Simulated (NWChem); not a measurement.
System: C2HClF2; SMILES F/C=C(\F)Cl

NWChem input:

```
start job
memory heap 200 mb stack 900 mb global 1100 mb
geometry units angstroms noautoz
  F     -0.289246    -2.249500     0.000000
  C     -0.703022    -0.991255     0.000000
  C      0.164947     0.021268     0.000000
  F      1.468394    -0.158220     0.000000
  Cl    -0.328288     1.659360     0.000000
  H     -1.783535    -0.843927     0.000000
end
basis spherical
  * library def2-svp
end
dft
  xc xwpbe 1.00 cpbe96 1.0 hfexch 1.00
  cam 0.3 cam_alpha 0.0 cam_beta 1.0
  iterations 150
  vectors input atomic output neutral.movecs
end
task dft energy
charge 1
dft
  odft
  mult 2
  vectors input atomic output cation.movecs
end
task dft energy
```

Excerpt of the output:

```
             Northwest Computational Chemistry Package (NWChem) 7.3.0
             --------------------------------------------------------

 CS  symmetry detected

                             Geometry "geometry" -> ""
                             -------------------------

 Output coordinates in angstroms (scale by  1.889725989 to convert to a.u.)

  No.       Tag          Charge          X              Y              Z
 ---- ---------------- ---------- -------------- -------------- --------------
    1 F                    9.0000    -0.30726841    -2.24457098     0.00000000
    2 C                    6.0000    -0.71116127    -0.98311880     0.00000000
    3 C                    6.0000     0.16472385     0.02256419     0.00000000
    4 F                    9.0000     1.46672273    -0.16714328     0.00000000
    5 Cl                  17.0000    -0.31564583     1.66447501     0.00000000
    6 H                    1.0000    -1.79048530    -0.82731916     0.00000000

 Effective nuclear repulsion energy (a.u.)     213.2620034822

      Symmetry information
      --------------------

 Group name             Cs
 Group number              2
 Group order               2
 No. of unique centers     6

  pbe96 is a nonlocal functional; adding pw91lda local functional.

                                 NWChem DFT Module
                                 -----------------

 Summary of "ao basis" -> "ao basis" (spherical)
 ------------------------------------------------------------------------------
       Tag                 Description            Shells   Functions and Types
 ---------------- ------------------------------  ------  ---------------------
 F                          def2-svp                 6       14   3s2p1d
 C                          def2-svp                 6       14   3s2p1d
 Cl                         def2-svp                 8       18   4s3p1d
 H                          def2-svp                 3        5   2s1p

      Symmetry analysis of basis
      --------------------------

        a'         57
        a"         22

            General Information
            -------------------
          SCF calculation type: DFT
          Wavefunction type:  closed shell.
          No. of atoms     :     6
          No. of electrons :    48
           Alpha electrons :    24
            Beta electrons :    24
          Charge           :     0
          Spin multiplicity:     1
          Use of symmetry is: on ; symmetry adaption is: on
          Maximum number of iterations: 150
          AO basis - number of functions:    79
                     number of shells:    35
          Convergence on energy requested:  1.00D-06
          Convergence on density requested:  1.00D-05
          Convergence on gradient requested:  5.00D-04

              XC Information
              --------------
                     Hartree-Fock (Exact) Exchange  1.000
                     LC-wPBE(h)Exchange Functional  1.000
            Perdew 1991 LDA Correlation Functional  1.000 local
           PerdewBurkeErnz. Correlation Functional  1.000 non-local

           Range-Separation Parameters
           ---------------------------
           Alpha           :  0.00
           Beta            :  1.00
           Gamma           :  0.30
           Short-Range HF  :     F

             Grid Information
             ----------------
          Grid used for XC integration:  medium
          Radial quadrature: Mura-Knowles
          Angular quadrature: Lebedev.
          Tag              B.-S. Rad. Rad. Pts. Rad. Cut. Ang. Pts.
          ---              ---------- --------- --------- ---------
          F                   0.50       49          10.0       434
          C                   0.70       49           8.0       434
          Cl                  1.00       88           8.0       590
          H                   0.35       45           8.0       434
          Grid pruning is: on
          Number of quadrature shells:   329
          Spatial weights used:  Erf1

      Superposition of Atomic Density Guess
      -------------------------------------

 Sum of atomic energies:        -733.65744200

      Non-variational initial energy
      ------------------------------

 Total energy =    -735.413003
 1-e energy   =   -1439.126035
 2-e energy   =     490.451029
 HOMO         =      -0.224262
 LUMO         =       0.102116

      Symmetry analysis of molecular orbitals - initial
      -------------------------------------------------

  Numbering of irreducible representations:

     1 a'          2 a"

  Orbital symmetries:

     1 a'          2 a'          3 a'          4 a'          5 a'
     6 a'          7 a'          8 a'          9 a"         10 a'
    11 a'         12 a'         13 a'         14 a'         15 a'
    16 a'         17 a"         18 a'         19 a"         20 a'
    21 a'         22 a"         23 a'         24 a"         25 a"
    26 a'         27 a'         28 a'         29 a'         30 a'
    31 a'         32 a'         33 a'         34 a"

   convergence    iter        energy       DeltaE   RMS-Dens  Diis-err
 ---------------- ----- ----------------- --------- --------- ---------
 d= 0,ls=0.0,diis     1   -735.7910869574 -9.49D+02  1.69D-02  1.13D+00
 d= 0,ls=0.0,diis     2   -735.8069193490 -1.58D-02  8.19D-03  1.13D+00
 d= 0,ls=0.0,diis     3   -735.9095153010 -1.03D-01  1.44D-03  3.18D-02
 d= 0,ls=0.0,diis     4   -735.9120831005 -2.57D-03  4.84D-04  2.53D-03
 d= 0,ls=0.0,diis     5   -735.9123231425 -2.40D-04  1.46D-04  1.20D-04
  Resetting Diis
 d= 0,ls=0.0,diis     6   -735.9123389791 -1.58D-05  6.29D-05  1.44D-05
 d= 0,ls=0.0,diis     7   -735.9123410275 -2.05D-06  2.72D-05  2.60D-06
 d= 0,ls=0.0,diis     8   -735.9123411021 -7.46D-08  1.17D-05  2.32D-06
 d= 0,ls=0.0,diis     9   -735.9123413590 -2.57D-07  4.22D-06  3.60D-08

         Total DFT energy =     -735.912341358997
      One electron energy =    -1440.085585207923
           Coulomb energy =      550.881498911751
    Exchange-Corr. energy =      -59.970258545043
 Nuclear repulsion energy =      213.262003482218

 Numeric. integr. density =       47.999998767637

                  Occupations of the irreducible representations
                  ----------------------------------------------

                     irrep           alpha         beta
                     --------     --------     --------
                     a'               19.0         19.0
                     a"                5.0          5.0

                       DFT Final Molecular Orbital Analysis
                       ------------------------------------

 Vector   22  Occ=2.000000D+00  E=-4.647156D-01  Symmetry=a"
              MO Center= -1.0D-02,  1.1D+00, -9.1D-16, r^2= 2.2D+00
   Bfn.  Coefficient  Atom+Function         Bfn.  Coefficient  Atom+Function
  ----- ------------  ---------------      ----- ------------  ---------------
    69      0.534610  5 Cl pz                66      0.416318  5 Cl pz
    48      0.287101  4 F  pz                63      0.241055  5 Cl pz
    51     -0.208260  4 F  pz                34      0.157305  3 C  pz
     6      0.116734  1 F  pz                37      0.089037  3 C  pz
     9     -0.087194  1 F  pz                20      0.075936  2 C  pz

 Vector   23  Occ=2.000000D+00  E=-4.417659D-01  Symmetry=a'
              MO Center= -2.3D-01,  1.5D+00,  3.8D-15, r^2= 1.5D+00
   Bfn.  Coefficient  Atom+Function         Bfn.  Coefficient  Atom+Function
  ----- ------------  ---------------      ----- ------------  ---------------
    67      0.599056  5 Cl px                64      0.465201  5 Cl px
    61      0.267906  5 Cl px                68      0.158397  5 Cl py
    47      0.145146  4 F  py                65      0.118482  5 Cl py
    50     -0.097007  4 F  py                46     -0.084802  4 F  px
    62      0.068689  5 Cl py                 5      0.065926  1 F  py

 Vector   24  Occ=2.000000D+00  E=-3.450346D-01  Symmetry=a"
              MO Center= -2.0D-01, -2.7D-01,  5.1D-16, r^2= 2.7D+00
   Bfn.  Coefficient  Atom+Function         Bfn.  Coefficient  Atom+Function
  ----- ------------  ---------------      ----- ------------  ---------------
    20      0.387828  2 C  pz                34      0.360630  3 C  pz
    69     -0.343431  5 Cl pz                 6      0.278066  1 F  pz
    23      0.236290  2 C  pz                66     -0.235960  5 Cl pz
     9     -0.222449  1 F  pz                48      0.221182  4 F  pz
    37      0.201469  3 C  pz                51     -0.179644  4 F  pz

 Vector   25  Occ=0.000000D+00  E= 8.378628D-02  Symmetry=a"
              MO Center= -2.7D-01, -4.2D-01,  1.2D-15, r^2= 2.2D+00
   Bfn.  Coefficient  Atom+Function         Bfn.  Coefficient  Atom+Function
  ----- ------------  ---------------      ----- ------------  ---------------
    23      0.604882  2 C  pz                37     -0.596037  3 C  pz
    34     -0.505361  3 C  pz                20      0.464063  2 C  pz
    69      0.229726  5 Cl pz                 9     -0.189920  1 F  pz
    48     -0.188804  4 F  pz                51      0.188866  4 F  pz
     6      0.187140  1 F  pz                66      0.103971  5 Cl pz

 Vector   26  Occ=0.000000D+00  E= 1.205186D-01  Symmetry=a'
              MO Center= -3.9D-01,  3.0D-01, -9.9D-16, r^2= 3.2D+00
   Bfn.  Coefficient  Atom+Function         Bfn.  Coefficient  Atom+Function
  ----- ------------  ---------------      ----- ------------  ---------------
    68      0.704709  5 Cl py                76     -0.662624  6 H  s
    31      0.594721  3 C  s                 60     -0.470618  5 Cl s
    33      0.428844  3 C  py                21     -0.384016  2 C  px
    35     -0.367517  3 C  px                36      0.328142  3 C  py
    30      0.303297  3 C  s                  3      0.274494  1 F  s

[...]
```

Level: LC-wPBE (HJS exchange hole, range parameter 0.3 per bohr)/def2-SVP, vertical spin-unrestricted ions. Geometry: optimised at PBE0/def2-SVP.
